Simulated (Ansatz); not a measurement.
Coupled-cluster run, C3H3BF2O2, SMILES `F[B-]1(F)OC=CC=[O+]1`.

```yaml
crystal:
  periodic: [false, false, false]
  atoms:
    - {symbol: F, position_ang: [-0.664312, -2.268996, 0.849018]}
    - {symbol: B, position_ang: [0.242495, -1.263539, 0.834924]}
    - {symbol: F, position_ang: [1.345484, -1.453672, 1.595353]}
    - {symbol: O, position_ang: [-0.451318, 0.003292, 1.316889]}
    - {symbol: C, position_ang: [-0.633124, 1.018665, 0.577838]}
    - {symbol: C, position_ang: [-0.210922, 1.102930, -0.736791]}
    - {symbol: C, position_ang: [0.457784, 0.009258, -1.256702]}
    - {symbol: O, position_ang: [0.691390, -1.054163, -0.604927]}
    - {symbol: H, position_ang: [-1.154938, 1.848799, 1.055083]}
    - {symbol: H, position_ang: [-0.386555, 1.987734, -1.328078]}
    - {symbol: H, position_ang: [0.829416, 0.012692, -2.281906]}
basis:
  gaussian: {orbitals: def2-SVP}
correlation: {method: ccsd_t}
```

```sh
$ ansatz run in.yaml --threads 4 --pin off --events-out ev --progress --plain --max-ram 11315MiB
```

The program prints (abridged):

```
Functional definition: HF
1241 factors; integrals over basis functions are off by at most 1.4e-3 eV
mean field evaluation 1: about -13286.3651 eV, gradient 4.6e1 eV
mean field evaluation 2: about -13286.5473 eV, gradient 4.6e1 eV
mean field evaluation 4: about -13290.9441 eV, gradient 4.3e0 eV
mean field evaluation 8: about -13291.0059 eV, gradient 1.1e-1 eV
mean field -13291.00597328 eV, -488.4354605507 hartree, gradient 1.1e-6 eV, S^2 0.000000; 0 other end points of the search recorded, 0 dependent functions left out
8 core orbitals not correlated: weight in the atoms' cores, before any rotation towards them, 1.000 or more for the frozen orbitals, at most 0.000 for the correlated occupied ones
reference -13291.00597328 eV, -488.4354605507 hartree; 22, 22 occupied and 97, 97 virtual orbitals, 1241 factors
second order -32.28136122 eV of doubles, -0.00000000 eV of singles
cycle   1  -32.10673803 eV  change    1.7e-1 eV  update   1.5e-1
cycle   2  -32.90878705 eV  change   -8.0e-1 eV  update   4.4e-2
cycle   3  -33.12303399 eV  change   -2.1e-1 eV  update   2.8e-2
cycle   4  -33.11852287 eV  change    4.5e-3 eV  update   8.9e-3
cycle   5  -33.10659869 eV  change    1.2e-2 eV  update   4.7e-3
cycle   6  -33.10768405 eV  change   -1.1e-3 eV  update   1.5e-3
cycle   7  -33.10828138 eV  change   -6.0e-4 eV  update   6.2e-4
cycle   8  -33.10801538 eV  change    2.7e-4 eV  update   2.1e-4
cycle   9  -33.10799195 eV  change    2.3e-5 eV  update   7.2e-5
cycle  10  -33.10808600 eV  change   -9.4e-5 eV  update   3.0e-5
cycle  11  -33.10805772 eV  change    2.8e-5 eV  update   1.0e-5
perturbative correction -0.98834958 eV, -0.0363211772 hartree
Total energy: -13325.10238058 eV, -489.6884804076 hartree
```

It took 20 s on 4 threads of an Arm Neoverse V2 on a shared host, with 0.95 GiB of host memory at the peak.

Correlation energy per correlated electron: -0.775 eV. T1 diagnostic: 0.0179.
